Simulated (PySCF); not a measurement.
## Two-photon absorption: 3'-fluoroacetophenone, C8H7FO

Molfile (atoms numbered from 1):
```
C8H7FO
     RDKit          3D

 17 17  0  0  0  0  0  0  0  0999 V2000
   -2.4493   -0.4400    0.5238 C   0  0  0  0  0  0  0  0  0  0  0  0
   -1.5127    0.6222    0.0071 C   0  0  0  0  0  0  0  0  0  0  0  0
   -1.9289    1.6855   -0.3950 O   0  0  0  0  0  0  0  0  0  0  0  0
   -0.0405    0.3334   -0.0006 C   0  0  0  0  0  0  0  0  0  0  0  0
    0.8222    1.3256   -0.4823 C   0  0  0  0  0  0  0  0  0  0  0  0
    2.1951    1.1069   -0.5107 C   0  0  0  0  0  0  0  0  0  0  0  0
    2.7262   -0.1017   -0.0598 C   0  0  0  0  0  0  0  0  0  0  0  0
    1.8593   -1.0778    0.4162 C   0  0  0  0  0  0  0  0  0  0  0  0
    2.3562   -2.2345    0.8507 F   0  0  0  0  0  0  0  0  0  0  0  0
    0.4857   -0.8812    0.4530 C   0  0  0  0  0  0  0  0  0  0  0  0
   -3.4770   -0.0624    0.4677 H   0  0  0  0  0  0  0  0  0  0  0  0
   -2.3639   -1.3609   -0.0738 H   0  0  0  0  0  0  0  0  0  0  0  0
   -2.2104   -0.7027    1.5659 H   0  0  0  0  0  0  0  0  0  0  0  0
    0.3816    2.2620   -0.8287 H   0  0  0  0  0  0  0  0  0  0  0  0
    2.8663    1.8822   -0.8869 H   0  0  0  0  0  0  0  0  0  0  0  0
    3.7993   -0.3008   -0.0704 H   0  0  0  0  0  0  0  0  0  0  0  0
   -0.1451   -1.6840    0.8366 H   0  0  0  0  0  0  0  0  0  0  0  0
  1  2  1  0
  2  3  2  0
  2  4  1  0
  4  5  2  0
  5  6  1  0
  6  7  2  0
  7  8  1  0
  8  9  1  0
  8 10  2  0
 10  4  1  0
  1 11  1  0
  1 12  1  0
  1 13  1  0
  5 14  1  0
  6 15  1  0
  7 16  1  0
 10 17  1  0
M  END
```

The calculation used TDDFT CAM-B3LYP/aug-cc-pVDZ excited states, vertical, gas phase in PySCF 2.14.0. Geometry: PBE0-D3(BJ)/def2-SVP.

**Question.** How strongly do the lowest singlets absorb one photon, and two photons of half the energy?

**Answer.** δ for parallel linear polarisation; σ at the peak of a Lorentzian of half width 0.1 eV, single beam; Ω is circular over linear.
```csv
state,E (eV),f,photon λ (nm),δ (au),σ (GM),Ω,main
S1,3.95,0.000,627,<0.1,0.00,–,"HOMO−1→LUMO 0.88, HOMO−1→LUMO+10 0.08"
S2,4.85,0.052,511,32,0.28,1.26,"HOMO→LUMO 0.78, HOMO−2→LUMO+2 0.09"
S3,5.46,0.174,454,140,1.52,0.91,"HOMO−2→LUMO 0.70, HOMO→LUMO+2 0.16"
S4,6.50,0.329,381,27.9,0.43,0.81,"HOMO→LUMO+2 0.59, HOMO−2→LUMO 0.20"
S5,6.60,0.000,376,26.9,0.43,1.50,HOMO→LUMO+1 0.80
S6,6.64,0.000,374,<0.1,0.00,–,HOMO−1→LUMO+2 0.91
```

Among these, the strongest one-photon state is S4, the strongest two-photon state S3, with a dipole change of 2.5 D (relaxed, norm of the difference vector).
